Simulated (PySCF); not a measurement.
# V (vanadium, neutral) across methods

[Ar] 3d3 4s1 5s1, high-spin 6F determinant (an excited configuration). All numbers are calculated (PySCF 2.14, the non-relativistic Hamiltonian (point nucleus), in aug-cc-pVTZ with one added diffuse shell each of s, p, d, f, g type (9s8p6d4f3g, 118 functions)). The B2PLYP total includes its PT2 part (frozen core); its orbital energies are those of the SCF part.

```
 method  E (hartree)  mean ε 3d α (eV)  mean ε 4s α (eV)  mean ε 5s α (eV)  Σ⟨r²⟩ (bohr²)   ⟨S²⟩
    LDA     -941.568           -10.513            -8.222            -1.558          109.9  8.750
   BP86     -943.857           -10.560            -8.150            -1.613          110.0  8.750
    PBE     -943.504           -10.480            -7.993            -1.568          111.3  8.750
r2SCAN0     -943.707           -12.892            -8.860            -1.733          113.5  8.751
   PBE0     -943.544           -12.486            -8.687            -1.807          113.6  8.751
    UHF   -942.76612           -18.118           -10.469            -2.261          126.1  8.752
 B2PLYP     -943.489           -14.506            -9.313            -1.864          119.6  8.751
```

Problem. Estimate the same row for r2SCAN.

Solution. E (hartree) = -943.718; mean ε 3d α (eV) = -11.026; mean ε 4s α (eV) = -8.179; mean ε 5s α (eV) = -1.516; Σ⟨r²⟩ (bohr²) = 112.0; ⟨S²⟩ = 8.751.

The outer electron is Rydberg-like, and this basis confines it to a smaller radius and binds it less than a complete one would.
